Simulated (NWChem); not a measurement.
Molecule: C$_{3}$H$_{4}$FNSi; SMILES FC1=CC=N[SiH2]1

```xyz
10

F     -0.1261     2.2575     0.0000
C      0.0969     0.9413     0.0000
C      1.3335     0.3744     0.0000
C      1.2677    -1.1123     0.0000
N      0.1399    -1.7575     0.0000
Si    -1.1420    -0.5175     0.0000
H      2.2837     0.9318     0.0000
H      2.2284    -1.6762     0.0000
H     -1.9936    -0.5728    -1.2326
H     -1.9936    -0.5728     1.2326
```
Atoms are numbered in this order, from 1.

Computed with NWChem. The geometry was optimised at PBE-D3(BJ)/def2-SVP. Level: PBE/def2-SVP with SMD (1 M gas to 1 M solution), gas-phase geometry. Reactions with the solvent are ignored.

Problem. Predict the results for solvent acetone. Quantities: solvation free energy (kcal/mol); cavity-dispersion-structure term (kcal/mol); dipole in solution (D).

Solution. 
```yaml
solvation free energy (kcal/mol): -3.4
cavity-dispersion-structure term (kcal/mol): 0.6
dipole in solution (D): 1.59
```
